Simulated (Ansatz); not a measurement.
`[CH3][Ge]([CH3])([F])[F]` + `C[O][GeH]([OH])[Cl]` → `C[O][GeH]([Cl])[O]C` + `[CH3][GeH]([F])[F]`  (substitution at a C–Ge bond)

Gas-phase electronic energies from Ansatz, PBE0-D4/def2-TZVP geometries. CCSD(T)/CBS is the MP2 limit (def2-TZVPP, def2-QZVPP) plus CCSD(T) − MP2 in def2-TZVPP, frozen cores. Functionals use def2-TZVPP. B3LYP here is the variant with VWN-RPA as its local correlation; programs differ in this. For Ge outer-core shells are correlated without core-valence functions, which leaves a few kJ/mol of doubt a bond. Scalar relativity is left out up to krypton. One conformer a species, not always the lowest.

| level | ΔE (kcal/mol) | difference from CCSD(T)/CBS |
| --- | --- | --- |
| PBE-D4 | 23.7 | -1.4 |
| r2SCAN-D4 | 24.5 | -0.6 |
| PBE0-D4 | 24.3 | -0.8 |
| B3LYP-D4 | 22.8 | -2.3 |
| ωB97X-V | 23.1 | -2.0 |
| ωB97M-V | 24.2 | -0.9 |
| B2PLYP | 23.9 | -1.2 |
| PBE | 23.9 | -1.2 |
| r2SCAN | 24.5 | -0.6 |
| PBE0 | 24.5 | -0.6 |
| B3LYP | 23.0 | -2.1 |
| HF/def2-TZVPP | 21.7 | -3.4 |
| MP2/def2-TZVPP | 26.1 | 1.0 |
| SCS-MP2/def2-TZVPP | 24.3 | -0.8 |
| CCSD/def2-TZVPP | 24.5 | -0.6 |
| CCSD(T)/def2-TZVPP | 24.6 | -0.5 |
| HF/def2-QZVPP | 21.5 | -3.6 |
| MP2/def2-QZVPP | 26.3 | 1.2 |
| SCS-MP2/def2-QZVPP | 24.6 | -0.5 |
| HF/CBS(def2) | 21.4 | -3.7 |
| MP2/CBS(def2) | 26.6 | 1.5 |
| CCSD/CBS(def2) | 25.0 | -0.1 |
| CCSD(T)/CBS | 25.1 | 0 |

Largest T1 diagnostic among the species: 0.012.

In def2-TZVPP, CCSD(T) changes the Hartree–Fock value by +2.9 kcal/mol (the triples alone add +0.1 kcal/mol) and MP2 by +4.4 kcal/mol.
